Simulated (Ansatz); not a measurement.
C2H6Ga, SMILES [Ga+]([CH3])[CH3], charge +1. Atoms are numbered in the order given.

```xyz
9

Ga     0.0000     0.0000     0.0000
C      0.0000     0.0000    -1.9038
H      0.9083     0.5042    -2.2713
H     -0.8908     0.5345    -2.2713
H     -0.0175    -1.0387    -2.2713
C      0.0000     0.0000     1.9038
H      0.9083    -0.5042     2.2713
H     -0.8908    -0.5345     2.2713
H     -0.0175     1.0387     2.2713
```
Charge +1, spin multiplicity 1.

Geometry optimised at r2SCAN-D4/def2-SVP. The multiplicity is an assumed one; other spin states were not compared. The isomer is the one that the SMILES or the coordinates give; other isomers of the formula were not compared.

Two levels are set side by side: PBE-D3(BJ)/def2-SVP (Ansatz, a program for electronic structure) and r2SCAN-D4/def2-SVP (Ansatz). Each level has its own optimised geometry; the coordinates shown are those of the second. Differences are taken from unrounded values.

```
quantity              r2SCAN-D4  PBE-D3(BJ)  PBE-D3(BJ) minus r2SCAN-D4
--------------------  ---------  ----------  --------------------------
mean bond length (Å)      1.302       1.312                       0.010
bond Ga1–C2 (Å)           1.904       1.921                       0.017
bond Ga1–C6 (Å)           1.904       1.921                       0.017
bond C2–H3 (Å)            1.102       1.110                       0.008
bond C2–H4 (Å)            1.102       1.110                       0.008
bond C2–H5 (Å)            1.102       1.110                       0.008
bond C6–H7 (Å)            1.102       1.110                       0.008
bond C6–H8 (Å)            1.102       1.110                       0.008
bond C6–H9 (Å)            1.102       1.110                       0.008
```

Here PBE gives about what the other level gives.
